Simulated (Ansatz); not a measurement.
Consider the atomization: `CB[SiH2][SiH2]F` → B• + C• + F• + 8 H• + 2 Si•.

Isolated molecules relaxed with PBE0-D4/def2-TZVP in Ansatz; ΔE leaves out vibrations. CCSD(T)/CBS adds triple-zeta CCSD(T) − MP2 to the extrapolated MP2 energy (def2 sets, frozen cores). This one scheme is used for every species, atoms too. For atomizations the MP2-based limit and the directly extrapolated one differ by several kJ/mol either way, and by 10 to 25 for some Ge, Se and Sn compounds, so smaller differences from it don't rank the levels. DFT in def2-TZVPP. Open shells (•) are unrestricted, without spin–orbit coupling. Spin–orbit coupling would lower the free atoms: a little for B, C, F, Si. One conformer a species, not always the lowest.

```tsv
level	ΔE (kJ/mol)
LDA (SPW92)	4964.0
PBE	4440.6
PBE0	4411.5
CAM-B3LYP	4450.0
HF/def2-SVP	3424.7
CCSD/def2-SVP	4158.4
HF/def2-TZVPP	3437.1
MP2/def2-TZVPP	4364.9
```

Problem. What does CCSD(T)/CBS give? (Best estimate.)

Solution. Computed: +4447.1 kJ/mol. The listed levels differ from it by 516.9, -6.5, -35.6, 2.9, -1022.4, -288.7, -1010.0, -82.2 kJ/mol.

Problem. What do rigid-rotor, harmonic-oscillator terms from PBE0-D4/def2-TZVP frequencies (298.15 K, 1 bar) make of the CCSD(T)/CBS value? (An estimate is asked.)

Solution. Ansatz gave: ΔZPE = -224.1 kJ/mol, ΔH = +4277.1 kJ/mol, ΔS = 1327 J/(mol·K), ΔG = +3881.6 kJ/mol. Open shells count their whole term as degenerate. Modes under 50 cm⁻¹ make the entropy rough.

Largest T1 diagnostic among the species: 0.014.

The D4 term adds +41.6 kJ/mol with B3LYP and +22.2 kJ/mol with PBE0; it sums over pairs of atoms, weighted by their polarisabilities, and B3LYP, whose exchange is more repulsive, gets the larger term. In def2-TZVPP, CCSD(T) changes the Hartree–Fock value by +905.1 kJ/mol (the triples alone add +43.4 kJ/mol) and MP2 by +927.8 kJ/mol; breaking electron pairs costs correlation energy, which Hartree–Fock lacks. From PBE to PBE0 (25 % exact exchange), in def2-TZVPP and without D4, ΔE moves by −29.1 kJ/mol: exact exchange takes away binding that semilocal exchange gives to molecules.

B3LYP here is the variant with VWN-RPA as its local correlation; programs differ in this.
